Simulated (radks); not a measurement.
Valence configurations of neutral phosphorus (all share [Ne]). All-electron calculation, non-relativistic Kohn-Sham, r2SCAN, spin-polarised, spherical densities, point nucleus; open shells are filled with parallel spins first; meta-GGA in the generalised Kohn-Sham scheme. Program: a radial shooting solver on a logarithmic mesh with Libxc functionals. Energies are relative to 3s2 3p3; eigenvalues in eV for spin up.

| valence | E (eV) | moment (Bohr magnetons) | e(3p) | e(3s) |
|---|---|---|---|---|
| 3s2 3p3 | 0.000 | 3 | -6.696 | -15.612 |
| 3s1 3p4 | 8.386 | 3 | -7.589 | -16.824 |
| 3p5 | 19.968 | 1 | -7.287 | - |
| 3s1.5 3p3.5 | 4.299 | 3 | -7.109 | -16.181 |
| 3s0.5 3p4.5 | 14.514 | 2 | -7.496 | -16.687 |

NIST lists [Ne] 3s2 3p3 as the ground configuration; this level of theory agrees among the configurations tried. The energies are those of spherical high-spin densities, not of single terms.
